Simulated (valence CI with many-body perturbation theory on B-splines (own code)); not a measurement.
Ba³⁵⁺: fill in the table

Method: valence CI with perturbative core correlation (CI+MBPT): three valence electrons over a frozen Dirac-Fock core [Ar], a basis of 9 s, 9 p, 10 d, 8 f, 5 g, 3 h, 1 i functions for each j, with the one-electron correlation potential Σ1, the two-electron term Σ2, the three-electron term Σ3, Breit, model QED; selected CI, second order for the rest (own B-spline code, finite nucleus).

No measured spectrum was set against this ion. As an estimate, large intervals hold to a few tenths of a per cent, small ones and those within an open d or f shell to about a per cent. Only levels of the ground parity were solved; by the run's estimate the other parity begins above the list, which can be wrong where configurations are misplaced.

```tsv
Level	E (cm⁻¹)
(3d3/2^3) J=3/2	0
(3d3/2^2 3d5/2) J=5/2 [a]	111390
(3d3/2^2 3d5/2) J=3/2	155390
(3d3/2^2 3d5/2) J=7/2	159210
(3d3/2^2 3d5/2) J=9/2	171250
(3d3/2^2 3d5/2) J=1/2	180330
(3d3/2^2 3d5/2) J=5/2 [b]	273620
(3d3/2 3d5/2^2) J=7/2 [a]	280160
(3d3/2 3d5/2^2) J=9/2	?
(3d3/2 3d5/2^2) J=3/2 [a]	326620
(3d3/2 3d5/2^2) J=1/2	?
(3d3/2 3d5/2^2) J=11/2	354380
(3d3/2 3d5/2^2) J=5/2 [a]	?
(3d3/2 3d5/2^2) J=5/2 [b]	?
(3d3/2 3d5/2^2) J=7/2 [b]	?
(3d5/2^3) J=9/2	457930
(3d5/2^3) J=3/2	471010
(3d3/2 3d5/2^2) J=3/2 [b]	?
(3d5/2^3) J=5/2	604680
```

Levels are named by their leading jj configuration (3d3/2^4 stands for four electrons in 3d with j = 3/2), which in mixed levels can hold well under half, so a name can repeat and another be missing. Letters in brackets count levels of one name in rising energy.

The levels stand in rising order. What does the calculation give for the missing energies?

(3d3/2 3d5/2^2) J=9/2 297030; (3d3/2 3d5/2^2) J=1/2 341230; (3d3/2 3d5/2^2) J=5/2 [a] 373190; (3d3/2 3d5/2^2) J=5/2 [b] 392740; (3d3/2 3d5/2^2) J=7/2 [b] 410170; (3d3/2 3d5/2^2) J=3/2 [b] 568860.
